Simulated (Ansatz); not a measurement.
`F[Si](F)([SiH3])Cl` + HCl → `F[Si](F)(Cl)Cl` + SiH₄ at 298.15 K and 1 bar (cleavage of the Si–Si bond).

Computed with Ansatz on PBE0-D4/def2-TZVP structures; ΔE is electronic, products minus reactants. CBS: MP2 limit from def2 TZ/QZ plus the TZ coupled-cluster correction, frozen cores. This one scheme is used for every species.

| species | CCSD(T)/CBS energy (Eh) | H − E (kJ/mol) | S (J/(mol·K)) |
| --- | --- | --- | --- |
| `F[Si](F)([SiH3])Cl` | -1239.50998 | 108.9 | 362.4 |
| HCl | -460.38127 | 26.6 | 186.8 |
| `F[Si](F)(Cl)Cl` | -1408.46553 | 43.6 | 322.9 |
| SiH₄ | -291.46306 | 92.1 | 204.8 |

H − E and S are ideal-gas, rigid-rotor, harmonic terms from PBE0-D4/def2-TZVP. 1 Eh = 2625.50 kJ/mol, R = 8.31446 J/(mol·K).

Q: By hand: ΔE, ΔH, ΔS and ΔG.

A: ΔE = (-1408.46553) + (-291.46306) − (-1239.50998) − (-460.38127) = -0.03734 Eh = -98.0 kJ/mol. Δ(H − E) = 43.6 + 92.1 − 108.9 − 26.6 = 0.2, so ΔH = -97.8 kJ/mol. ΔS = 322.9 + 204.8 − 362.4 − 186.8 = -21.5 J/(mol·K). ΔG = -97.8 − 298.15 × (-21.5)/1000 = -91.4 kJ/mol.

Q: By hand: the equilibrium constant, and the temperature at which ΔG would vanish if ΔH and ΔS stayed fixed.

A: log₁₀ K = −ΔG/(RT ln 10) = 16.0. ΔG = 0 at ΔH/ΔS = 4549 K, far beyond where these terms or the molecules hold.

ΔH outweighs TΔS. A doubt of 5 kJ/mol in ΔE shifts log₁₀ K by 0.9 here. These are equilibria of isolated gas molecules and say nothing of rates. Largest T1 diagnostic: 0.012 (customary marks: 0.02 for closed shells, 0.045 for open ones).
